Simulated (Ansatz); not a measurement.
SbH3 beside SbH3: one fragment in the basis of the whole pair (the partner's atoms are ghosts).

Input (in.yaml):

```yaml
crystal:
  periodic: [false, false, false]
  atoms:
    - {symbol: Sb, position_ang: [-0.217792, 0.539524, -2.246567]}
    - {symbol: H, position_ang: [-1.264310, -0.388834, -1.264450]}
    - {symbol: H, position_ang: [0.984641, -0.670111, -2.184559]}
    - {symbol: H, position_ang: [-0.889986, -0.136100, -3.667636]}
basis:
  gaussian:
    orbitals: "def2-TZVPPD.json"
    ghost_atoms:
      - {symbol: Sb, position_ang: [0.636894, 0.277007, 1.696227]}
      - {symbol: H, position_ang: [-0.838253, 0.961495, 2.213352]}
      - {symbol: H, position_ang: [1.400271, 0.677539, 3.169415]}
      - {symbol: H, position_ang: [0.188436, -1.260622, 2.284120]}
hamiltonian: {xc: hse06, dispersion: d4}
```

The basis file named in the input lies beside it (Basis Set Exchange, JSON).

Run by:

```bash
ansatz run in.yaml --threads 4 --pin off --events-out ev --progress --plain --max-ram 9574MiB
```

Output of Ansatz 0.2.0:

```
Functional definition: HSE06
  name "HSE06"
  cite "Heyd, Scuseria & Ernzerhof, J. Chem. Phys. 118, 8207 (2003) doi:10.1063/1.1564060"
  cite "Krukau, Vydrov, Izmaylov & Scuseria, J. Chem. Phys. 125, 224106 (2006) doi:10.1063/1.2404663"
  cite "Heyd & Scuseria, J. Chem. Phys. 120, 7274 (2004) doi:10.1063/1.1668634"
  cite "Ernzerhof & Perdew, J. Chem. Phys. 109, 3313 (1998) doi:10.1063/1.476928"
  cite "Perdew, Burke & Ernzerhof, Phys. Rev. Lett. 77, 3865 (1996) doi:10.1103/PhysRevLett.77.3865"
  parent pbe
  parameter a = 0.25
  parameter omega = 0.11/bohr
  # The whole range is PBE's own exchange, as in plane waves. The composition of these papers is wPBEh.
  exchange = pbe_x - a*pbe_x_sr(omega) + a*exact_x_sr(omega)
  correlation = pbe_c
1144 factors; their error is unknown
110 factors; integrals over basis functions are off by at most 1.2e-5 eV
mean field evaluation 1: about -6585.4356 eV, gradient 9.8e0 eV
mean field evaluation 2: about -6585.5669 eV, gradient 8.9e0 eV
mean field evaluation 4: about -6585.7539 eV, gradient 3.4e-1 eV
mean field evaluation 8: about -6585.9190 eV, gradient 1.1e-2 eV
mean field -6585.91900368 eV, -242.0280592891 hartree, gradient 1.5e-5 eV, S^2 0.000000; 0 other end points of the search recorded, 0 dependent functions left out
reference -6585.91904357 eV, -242.0280607549 hartree; 13, 13 occupied and 201, 201 virtual orbitals, 1144 factors
Total energy: -6585.95087164 eV, -242.0292304149 hartree
```

The lines “mean field evaluation” count trial sets of orbitals through the whole run, from several starts and some on an approximate energy, so they need not fall steadily or lie above the final value.

The run took about 1.3 s on 4 CPU threads of an Arm Neoverse V2 (shared host).
